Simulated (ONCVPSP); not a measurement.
Hg (Z = 80), ONCV: configuration errors across variants

mercury (Hg), optimised norm-conserving Vanderbilt (ONCV), made with ONCVPSP 4.0.1 (PBEsol, scalar-relativistic). Core [Kr] 4d10 4f14, reference 5s2 5p6 5d10 6s2. Waves: 5s+6s: rc 1.50 bohr, ncon 4, nbas 7, qcut 10.6 1/bohr, 2 projectors; 5p: rc 1.50 bohr, ncon 4, nbas 7, qcut 7.2 1/bohr, 2 projectors, debl 2.3 Ha; 5d: rc 2.20 bohr, ncon 4, nbas 9, qcut 7.2 1/bohr, 2 projectors, debl 3.2 Ha. Local part: polynomial inside 1.00 bohr (lpopt 3, dvloc0 0 Ha). Core correction: Teter function, fcfact 5.25, rcfact 1.

In the p channel the program set the typed energies aside and used -2.445, 0.250 Ha.

All-electron excitation energies from the reference (eV): (1) 5s2 5p6 5d10 6s1 10.741; (2) 5s2 5p6 5d10 6s0 29.746; (3) 5s2 5p6 5d9 6s0 65.300; (4) 5s1 5p6 5d10 6s2 125.608.

1 further variants failed, have other tests or too few solved ones, and are left out.

Errors AE − PS in meV (a dash: test not solved or not reliable):

| change | (1) | (2) | (3) | (4) | bound ghosts | GHOST(+) flags above zero |
| --- | --- | --- | --- | --- | --- | --- |
| base | -3.3 | -9.4 | -20 | -302 | none | s |
| local potential polynomial inside 1.00 bohr (lpopt 3, dvloc0 -1.5 Ha) | -3.3 | -9.4 | -20 | -302 | none | s |
| s: rc 2.08 | -5.3 | -20 | -28 | -906 | none | s |
| p: qcut 7.4 | -3.3 | -9.4 | -20 | -305 | none | s |
| p: qcut 5.1 | -3.3 | -9.4 | -20 | -305 | none | s |

Question: Give the same row for: p: rc 1.44.

Answer: -3.3, -9.4, -20, -305; bound ghosts: none; GHOST(+) flags above zero: s.
